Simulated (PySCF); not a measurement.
NbF₄, SMILES [F][Nb+]([F])([F])[F], charge +1, multiplicity 1.

Geometry optimised at B3LYP-D3(BJ)/def2-SVP. The multiplicity is an assumed one; other spin states were not compared. The isomer is the one that the SMILES or the coordinates give; other isomers of the formula were not compared. The def2 effective core potentials stand for the cores of Nb; spin–orbit coupling is left out.

All values below come from B3LYP-D3(BJ)/def2-SVP run with PySCF.

Frequencies are harmonic and unscaled.

Modes within 1.5 cm⁻¹ of each other (mostly degenerate sets) share a row, with their intensities summed.

```csv
mode,ν (cm⁻¹),IR (km/mol),Raman (Å⁴/amu),depolarisation,moving atoms (share of kinetic energy)
1–5,190,61.7,7.0,0.75,F 100 %
6,787,0.0,14.9,0.00,F 100 %
7–9,831,471.3,5.5,0.75,"F 77 %, Nb 23 %"
```
